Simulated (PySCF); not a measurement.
PySCF job for methoxycyclobutane (C₅H₁₀O), SMILES COC1CCC1, B3LYP-D3(BJ)/def2-SVP. Geometry: B3LYP-D3(BJ)/def2-SVP. The values are those of a single conformer.

```python
import numpy as np
from pyscf import gto, scf, dft, df
from pyscf.hessian import thermo

mol = gto.M(
    atom='''
    C     2.19415676    0.82767210   -0.06377015
    O     1.31537595   -0.16283528    0.40010919
    C    -0.03098734    0.20923184    0.34390134
    C    -0.74943717    0.24204734   -1.03317686
    C    -1.95880444   -0.44879187   -0.35164660
    C    -1.01819919   -0.87414641    0.80507986
    H     2.11208387    1.76276779    0.52748669
    H     3.21946491    0.44170320    0.03169739
    H     2.01347009    1.08320083   -1.12684514
    H    -0.19064823    1.16348468    0.88877426
    H    -0.23744358   -0.43694874   -1.73296752
    H    -0.90993344    1.21490376   -1.52204776
    H    -2.46548799   -1.24818714   -0.91153906
    H    -2.71708322    0.27833325   -0.02264187
    H    -1.39292261   -0.82705633    1.83836602
    H    -0.57487923   -1.86559688    0.62651777
    ''',
    basis='def2-SVP',
    charge=0,
    spin=0,
    max_memory=1600,
    verbose=3,
)
mf = dft.RKS(mol, xc='b3lyp').density_fit(auxbasis='def2-universal-jkfit')
mf.disp = 'd3bj'
mf.grids.level = 3
mf.conv_tol = 1e-11
mf.max_cycle = 100
mf.kernel()

# [left out here: the lines that compute and print the analytic Hessian (its translational invariance restored by hand, since the grid's response is missing), thermochemistry and intensities]
```

Program output:

```
converged SCF energy = -271.554926405881

WARN: DFTD3 does not support analytical Hessian, using finite difference


WARN: Mole.unit (angstrom) is changed to Bohr

Mode                                 0                   1                   2
Irrep
Freq [cm^-1]                      105.7450            140.1255            203.2242
Reduced mass [au]                   2.5424              1.8115              1.2175
Force const [Dyne/A]                0.0167              0.0210              0.0296
Char temp [K]                     152.1435            201.6094            292.3944
Normal mode                   x     y     z       x     y     z       x     y     z
       0   C                 0.04  0.06  0.13    0.04 -0.04  0.03    0.06 -0.03  0.04
       1   O                 0.01 -0.03 -0.09   -0.03 -0.02 -0.06   -0.01  0.00 -0.03
       2   C                 0.02 -0.02 -0.07   -0.01  0.06  0.01   -0.01  0.02 -0.03
       3   C                -0.04 -0.08 -0.05   -0.04  0.06  0.02   -0.06  0.04 -0.00
       4   C                -0.04  0.03  0.06    0.03 -0.11 -0.04   -0.02 -0.03  0.02
       5   C                 0.01  0.03  0.02    0.00  0.06  0.05    0.03  0.00 -0.01
       6   H                 0.02 -0.06  0.31    0.19 -0.13  0.19   -0.26  0.12 -0.24
       7   H                 0.03  0.03  0.09    0.00 -0.17 -0.12    0.06  0.10  0.53
       8   H                 0.08  0.26  0.17   -0.02  0.15  0.08    0.44 -0.33 -0.10
       9   H                 0.04  0.01 -0.12    0.07  0.07  0.02    0.01  0.02 -0.01
      10   H                -0.10 -0.15 -0.02    0.04  0.18 -0.04   -0.07  0.09 -0.06
      11   H                -0.01 -0.10 -0.11   -0.15  0.08  0.10   -0.12  0.06  0.05
      12   H                -0.13  0.03  0.13    0.22 -0.22 -0.06    0.02 -0.06  0.02
      13   H                 0.03  0.09  0.07   -0.13 -0.24 -0.13   -0.05 -0.08  0.04
      14   H                 0.07  0.07  0.04   -0.06  0.17  0.02    0.05 -0.00  0.00
[...]
       3   C                -0.01 -0.01  0.03   -0.00 -0.00  0.00   -0.00 -0.00  0.01
       4   C                -0.05 -0.00 -0.01    0.01  0.00  0.00    0.03  0.00  0.01
       5   C                -0.00  0.03 -0.03   -0.00 -0.00  0.00   -0.00  0.01 -0.01
       6   H                 0.09  0.01 -0.01    0.60 -0.03  0.09    0.25 -0.02  0.06
       7   H                 0.04  0.11 -0.05    0.10  0.43  0.53    0.16  0.42 -0.42
       8   H                 0.09  0.02 -0.01   -0.32 -0.04  0.03    0.55 -0.09 -0.10
       9   H                -0.01  0.00 -0.01   -0.03 -0.01 -0.02   -0.05 -0.01 -0.02
      10   H                 0.01  0.21 -0.18    0.02  0.03 -0.01    0.02  0.04 -0.02
      11   H                 0.11 -0.10 -0.22    0.02 -0.01 -0.02    0.01 -0.02 -0.05
      12   H                 0.41 -0.22 -0.08   -0.04  0.02  0.01   -0.20  0.12  0.04
      13   H                 0.33  0.28  0.22   -0.03 -0.03 -0.02   -0.16 -0.13 -0.11
      14   H                 0.11 -0.33  0.04   -0.01  0.02 -0.00    0.02 -0.07  0.01
      15   H                -0.08 -0.08  0.36    0.02  0.01 -0.02    0.01 -0.00  0.07
Mode                                30                  31                  32
Irrep
Freq [cm^-1]                     1483.5947           1495.9777           2958.4192
Reduced mass [au]                   1.0912              1.1896              1.0587
Force const [Dyne/A]                1.4151              1.5686              5.4594
Char temp [K]                    2134.5624           2152.3788           4256.5066
Normal mode                   x     y     z       x     y     z       x     y     z
       0   C                -0.00  0.04 -0.01   -0.03 -0.05  0.02    0.00  0.04 -0.01
       1   O                -0.01  0.01 -0.00   -0.01 -0.02  0.00    0.00  0.00 -0.00
       2   C                 0.01 -0.00  0.00    0.07  0.01  0.01    0.00 -0.05 -0.03
       3   C                 0.01  0.01 -0.03   -0.00  0.02 -0.03   -0.00  0.00  0.00
       4   C                -0.04 -0.01 -0.01   -0.04 -0.01 -0.01   -0.00  0.00 -0.00
       5   C                -0.00 -0.02  0.03   -0.01 -0.03  0.03   -0.00  0.00  0.00
       6   H                 0.02 -0.26  0.43    0.12  0.22 -0.36    0.05 -0.44 -0.30
       7   H                 0.03  0.09 -0.11    0.03  0.10 -0.05   -0.18  0.07 -0.02
       8   H                 0.07 -0.50 -0.14    0.16  0.41  0.09    0.08 -0.09  0.43
       9   H                 0.00  0.00  0.00   -0.22 -0.01 -0.04   -0.08  0.55  0.32
      10   H                -0.00 -0.16  0.14    0.02 -0.18  0.18    0.01 -0.02 -0.02
      11   H                -0.09  0.09  0.16   -0.09  0.10  0.17   -0.00 -0.01  0.00
      12   H                 0.24 -0.14 -0.05    0.21 -0.13 -0.05    0.00  0.01  0.00
      13   H                 0.20  0.17  0.14    0.18  0.15  0.12    0.01 -0.01 -0.00
      14   H                -0.07  0.21 -0.01   -0.07  0.22 -0.00    0.01 -0.00 -0.02
      15   H                 0.05  0.05 -0.23    0.09  0.07 -0.24    0.01 -0.02 -0.00
Mode                                33                  34                  35
Irrep
Freq [cm^-1]                     2967.2923           3019.0707           3052.9649
Reduced mass [au]                   1.0643              1.1037              1.0584
Force const [Dyne/A]                5.5211              5.9274              5.8121
Char temp [K]                    4269.2730           4343.7706           4392.5368
Normal mode                   x     y     z       x     y     z       x     y     z
       0   C                -0.00 -0.03  0.00    0.00  0.03  0.08   -0.00  0.00  0.01
       1   O                -0.00 -0.00  0.00   -0.00 -0.00  0.00    0.00 -0.00 -0.00
       2   C                 0.01 -0.05 -0.03    0.00 -0.00 -0.00   -0.00  0.00 -0.00
       3   C                -0.00  0.00  0.00    0.00  0.00 -0.00   -0.02 -0.01  0.06
       4   C                -0.00 -0.00 -0.00    0.00 -0.00  0.00   -0.01 -0.00 -0.00
       5   C                -0.00  0.00  0.00   -0.00  0.00 -0.00    0.00 -0.01  0.01
       6   H                -0.03  0.43  0.28    0.06 -0.49 -0.31    0.00 -0.02 -0.01
       7   H                 0.16 -0.06  0.01    0.04 -0.01  0.02    0.01 -0.00  0.00
       8   H                -0.06  0.07 -0.36   -0.14  0.17 -0.71   -0.01  0.01 -0.05
       9   H                -0.10  0.61  0.35    0.00  0.03  0.01    0.00 -0.00 -0.00
      10   H                 0.01 -0.01 -0.01   -0.02  0.02  0.02    0.31 -0.43 -0.43
      11   H                 0.00 -0.03  0.01    0.01 -0.04  0.02   -0.10  0.56 -0.26
      12   H                 0.00  0.01  0.01   -0.00 -0.00 -0.00    0.06  0.11  0.08
      13   H                 0.01 -0.01 -0.01   -0.00  0.00  0.00    0.09 -0.09 -0.04
      14   H                 0.01 -0.00 -0.03   -0.00  0.00  0.00    0.04 -0.01 -0.10
      15   H                 0.01 -0.02 -0.00    0.00 -0.01 -0.00   -0.06  0.12  0.03
Mode                                36                  37                  38
Irrep
Freq [cm^-1]                     3059.6186           3064.4000           3110.1623
Reduced mass [au]                   1.0588              1.0632              1.1111
Force const [Dyne/A]                5.8397              5.8824              6.3327
Char temp [K]                    4402.1099           4408.9894           4474.8310
Normal mode                   x     y     z       x     y     z       x     y     z
       0   C                -0.00 -0.00  0.00   -0.00  0.00 -0.00    0.00 -0.00 -0.00
       1   O                -0.00  0.00  0.00   -0.00  0.00  0.00   -0.00 -0.00 -0.00
       2   C                 0.00 -0.00 -0.00    0.00  0.00  0.00    0.00  0.00  0.00
       3   C                -0.00  0.00  0.00    0.01 -0.00 -0.02   -0.02  0.05  0.00
       4   C                 0.05 -0.00  0.01   -0.04  0.01 -0.00   -0.00 -0.06 -0.04
       5   C                -0.00 -0.03  0.03    0.00 -0.04  0.03   -0.01  0.01  0.02
       6   H                 0.00  0.00  0.00    0.00 -0.00 -0.00   -0.00 -0.00  0.00
       7   H                 0.00 -0.00  0.00    0.00 -0.00  0.00   -0.01  0.00 -0.00
       8   H                -0.00  0.00 -0.00    0.00 -0.00  0.01    0.00 -0.00  0.01
       9   H                -0.00  0.01  0.01    0.00 -0.01 -0.01    0.00 -0.04 -0.02
      10   H                 0.03 -0.05 -0.05   -0.10  0.14  0.14    0.16 -0.22 -0.23
      11   H                 0.00 -0.01  0.01    0.02 -0.13  0.06    0.07 -0.40  0.20
      12   H                -0.20 -0.36 -0.25    0.12  0.22  0.15    0.27  0.43  0.30
      13   H                -0.40  0.40  0.18    0.32 -0.32 -0.15   -0.25  0.24  0.11
      14   H                 0.16 -0.03 -0.41    0.17 -0.04 -0.45    0.07 -0.01 -0.20
      15   H                -0.16  0.36  0.07   -0.23  0.51  0.10    0.06 -0.14 -0.02
Mode                                39                  40                  41
Irrep
Freq [cm^-1]                     3119.6096           3120.7085           3129.1218
Reduced mass [au]                   1.1092              1.1005              1.1094
Force const [Dyne/A]                6.3601              6.3146              6.4000
Char temp [K]                    4488.4237           4490.0047           4502.1096
Normal mode                   x     y     z       x     y     z       x     y     z
       0   C                 0.03 -0.01  0.00   -0.07  0.04 -0.01   -0.00  0.00 -0.00
       1   O                 0.00 -0.00  0.00   -0.00 -0.00  0.00   -0.00 -0.00 -0.00
       2   C                -0.00  0.00  0.00    0.00  0.00  0.00   -0.00  0.00  0.00
       3   C                -0.02  0.06  0.01   -0.01  0.02  0.00   -0.01  0.03  0.00
       4   C                -0.00  0.03  0.02   -0.00  0.01  0.01   -0.01  0.04  0.03
       5   C                 0.02 -0.03 -0.04    0.01 -0.01 -0.01   -0.03  0.04  0.05
       6   H                -0.00  0.05  0.03    0.00 -0.12 -0.09   -0.00 -0.00 -0.00
       7   H                -0.31  0.12 -0.03    0.79 -0.31  0.08    0.00 -0.00  0.00
       8   H                -0.01  0.01 -0.06    0.02 -0.03  0.16    0.00 -0.00  0.00
       9   H                 0.00 -0.01 -0.01    0.00 -0.00 -0.00    0.00 -0.04 -0.02
      10   H                 0.20 -0.27 -0.28    0.08 -0.10 -0.11    0.10 -0.14 -0.14
      11   H                 0.07 -0.41  0.20    0.03 -0.17  0.08    0.03 -0.18  0.09
      12   H                -0.12 -0.19 -0.13   -0.04 -0.07 -0.05   -0.17 -0.28 -0.19
      13   H                 0.15 -0.14 -0.07    0.05 -0.05 -0.02    0.25 -0.24 -0.11
      14   H                -0.13  0.02  0.36   -0.05  0.01  0.14    0.17 -0.02 -0.47
      15   H                -0.13  0.30  0.05   -0.05  0.12  0.02    0.21 -0.47 -0.08
temperature 298.1500 [K]
pressure 101325.00 [Pa]
Rotational constants [GHz] 8.61279 2.37578 2.03424
Symmetry number 1
Zero-point energy (ZPE) 0.14288 [Eh]   375119.617 [J/mol]
                           tot       elec      trans        rot        vib
Entropy [J/mol/K]       331.256      0.000    164.318    110.661     56.276
Cv [J/mol/K]             98.073      0.000     12.472     12.472     73.129
Cp [J/mol/K]            106.387      0.000     20.786     12.472     73.129
Internal energy [J/mol]                      3718.434   3718.434 384820.845
Internal energy [Eh]   -271.40552  -271.55493
Enthalpy [J/mol]                             6197.391   3718.434 384820.845
Enthalpy [Eh]          -271.40458
Gibbs free energy [J/mol]                  -42794.163 -29275.179 368042.055
Gibbs free energy [Eh] -271.44220
mode   freq/cm-1   IR/(km/mol)
   1      105.74         2.655
   2      140.13         0.900
   3      203.22         0.879
   4      264.95         2.894
   5      443.77         0.437
   6      456.13         6.250
   7      623.04         1.497
   8      760.48         4.327
   9      788.05         0.227
  10      896.10         0.446
  11      934.14         1.257
  12      952.62         1.683
  13      970.93         7.885
  14     1062.06        18.167
  15     1067.04        13.630
  16     1141.31         2.117
  17     1177.99        55.587
  18     1180.18        14.059
  19     1193.38        34.796
  20     1222.40        36.831
  21     1240.44         3.277
  22     1255.52        28.729
  23     1256.10        13.771
  24     1272.76        34.257
  25     1304.57         3.597
  26     1390.27        59.707
  27     1445.43         2.412
  28     1457.29         2.859
  29     1459.63         5.991
  30     1468.49         0.611
  31     1483.59        15.996
  32     1495.98         1.999
  33     2958.42        34.503
  34     2967.29        88.371
  35     3019.07        53.273
  36     3052.96        39.105
  37     3059.62        34.391
  38     3064.40        14.206
  39     3110.16         6.790
  40     3119.61        15.394
  41     3120.71        32.243
  42     3129.12        44.538
max |gradient| / (hartree/bohr): 4.560612616765484e-05
APT charges: [ 0.5475 -0.8173  0.5918 -0.0166  0.0916  0.0365 -0.0711 -0.0241 -0.0613
 -0.0982 -0.0204 -0.0389 -0.0378 -0.0374 -0.0359 -0.0085]
```

The run converged.
